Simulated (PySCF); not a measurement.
C₂H₁₁BGeO₂Si, SMILES [O]([GeH3])[SiH2]OB(C)C at its GFN2-xTB optimised geometry (Å):

```
18

Ge     3.3946     0.3875     0.3962
O      1.6785     0.2208     0.2824
Si     0.5230    -0.8721    -0.0350
O     -0.8443    -0.0354     0.0000
B     -2.1741    -0.0354     0.0000
C     -2.9712    -1.4138    -0.0201
C     -2.9504     1.3526     0.0000
H      3.8886    -0.6147     1.3977
H      3.9699     0.1197    -0.9631
H      3.5805     1.8015     0.8425
H      0.6996    -1.4097    -1.3837
H      0.5406    -1.8927     1.0139
H     -3.9699    -1.3408     0.4006
H     -2.4295    -2.1979     0.5033
H     -3.0838    -1.7476    -1.0507
H     -3.4292     1.5142     0.9645
H     -3.7443     1.3691    -0.7431
H     -2.2934     2.1979    -0.1840
```

Computed with B3LYP/def2-SVP (PySCF). Cells within 0.4 Å of a nucleus heavier than hydrogen are left out (blank, or x).

Map of the HOMO−1 amplitude (bohr^(-3/2)) on the plane z = 0.0 Å; orbital energy -8.09 eV, overall sign arbitrary:

```
|88888888888888888888888888888|
|88888888888888888888888888888|
|88888888888888888888888888888|
|88888888888888888888888888888|
|88888888888888888888888888888|
|88888888888888888888888888888|
|88888888888888888888888888888|
|88888888888888888888888888888|
|88888888888888888888888888888|
|88888888888888888888888888888|
|8888888x888888888777888888888|
|8888888xx88888887767789998888|
|88888887788888876424789999888|
|888888887788888760x069x999888|
|88888888xx88x88862x3788999888|
|888888888x88x8888767888998888|
|888888889888878xx888888888888|
|8888888x988887777888888888888|
|8888887x888877667788888888888|
|88888888888887767788888888888|
|88888888888887777788888888888|
|88888888888888777888888888888|
|88888888888888888888888888888|
|88888888888888888888888888888|
|88888888888888888888888888888|
|88888888888888888888888888888|
|88888888888888888888888888888|
|88888888888888888888888888888|
|88888888888888888888888888888|
```
Scale: ten equal steps from -0.156 (start of '0') to 0.029 (end of '9'), in the order '0123456789'; x runs from -6.00 to 6.00, y from -6.00 (bottom) to 6.00 (top).
